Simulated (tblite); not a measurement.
Write Cartesian coordinates for InChI=1S/C7H10F/c1-3-6-5(2)4-7(6)8/h7H,2-4H2,1H3/t7-/m0/s1 as optimised with GFN2-xTB. (Doublet state.)

```xyz
18
C7H10F angstrom
C     -1.4313    1.7393    0.6238
C     -1.1305    0.4875    0.2021
C     -1.8937   -0.8223    0.2622
C     -0.7108   -1.4457   -0.5098
F     -0.0714   -2.4815    0.1475
C     -0.0387   -0.1068   -0.4447
C      1.3171    0.3322   -0.8310
C      2.2952    0.1766    0.3452
H     -2.3639    1.9534    1.1135
H     -0.7423    2.5533    0.4853
H     -2.8527   -0.8469   -0.2516
H     -2.0025   -1.2289    1.2654
H     -0.9393   -1.8292   -1.5116
H      1.2898    1.3820   -1.1340
H      1.6732   -0.2712   -1.6700
H      1.9628    0.7788    1.1873
H      3.2908    0.4992    0.0508
H      2.3394   -0.8634    0.6579
```

Any rigid rotation of these coordinates is as good. Atoms count from 1 in this order. C6 (carbon bonded to 3 C) is planar (angles 135.2°, 131.7° and 92.8°, sum 359.8°, 0.03 Å off the plane of its three neighbours). C2 (carbon bonded to 3 C) is planar (angles 135.1°, 132.4° and 92.5°, sum 360.0°, 0.00 Å off the plane of its three neighbours). The 4-membered ring C2–C3–C4–C6 has internal angles of 86.8° to 92.8°; it is almost planar, 0.02 Å rms from its mean plane, widest ring torsion 3°. C1 (carbon bonded to C and 2 H) is planar (angles 121.2°, 121.1° and 117.6°, sum 360.0°, 0.00 Å off the plane of its three neighbours).

Bonds between heavy atoms (Å): C1=C2 1.355, C2–C3 1.517, C3–C4 1.544, C4–F5 1.383, C4–C6 1.500, C6–C7 1.477, C7–C8 1.538, C2–C6 1.401.

The geometry is computed with GFN2-xTB (gas phase). This method treats the open shell by occupation alone, without spin polarisation.

Point group: C1 (no symmetry element, even within 0.4 Å). Its GFN2-xTB frequencies are all real (lowest 27 cm⁻¹). Torsions: C4–C6–C7–C8 -89°.

The run took 0.98 s wall on one thread, Intel Xeon at 2.50 GHz (x86_64), no GPU (shared host). This is the geometry optimisation.

One conformer stands for the species.
